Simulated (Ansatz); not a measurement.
C₈H₁₂, charge +1, doublet, at a GFN2-xTB geometry (a state made from the parent by changing its charge; the spin is typed, not shown lowest). Base run: SVWN5/def2-SV(P) run with Ansatz (a program for electronic structure).

Geometry (Å):
```xyz
20

C     -0.6501    -1.7195    -0.1387
C      0.6998    -1.6648    -0.1326
C      1.5184    -0.5276    -0.5875
C      1.5145     0.5243     0.6004
C      0.7022     1.6633     0.1386
C     -0.6476     1.7209     0.1332
C     -1.5592     0.6110     0.4896
C     -1.5562    -0.6077    -0.5028
H     -1.1219    -2.6372     0.1864
H      1.2462    -2.4841     0.3187
H      1.1199    -0.0670    -1.4914
H      2.5479    -0.8271    -0.7719
H      2.5430     0.8216     0.7936
H      1.1073     0.0646     1.5009
H      1.2542     2.4814    -0.3080
H     -1.1147     2.6395    -0.1959
H     -1.2846     0.2186     1.4726
H     -2.5790     0.9877     0.5368
H     -1.2725    -0.2158    -1.4835
H     -2.5765    -0.9822    -0.5587
```
Charge +1, spin multiplicity 2.
Orbitals are unrestricted.
All else is at Ansatz's defaults.
Base energy -308.55421 Eh.

Each row names what was changed in the base input (with any setting that the change needs).

| change | ΔE vs base (kcal/mol) |
|---|---|
| base | 0.000 |
| forces = on | 0.000 |
| accuracy = high | 0.004 |
| fitting.mean_field = def2-universal-JKFIT | -0.081 |
| lower_state_search = off | 0.000 |
| point_charge = charge:0.5 position_ang:4.0362, -4.0878, -1.1874 | 28.60 |
| lower_state_search = light | 0.000 |
| final_grid = 14, 28, 59 | 0.000 |
| nuclear_model = gaussian | 0.016 |
| point_charge = charge:1.0 position_ang:3.8186, -4.2758, 1.2447 | 55.93 |
| final_grid = 10, 20, 41 | 0.000 |
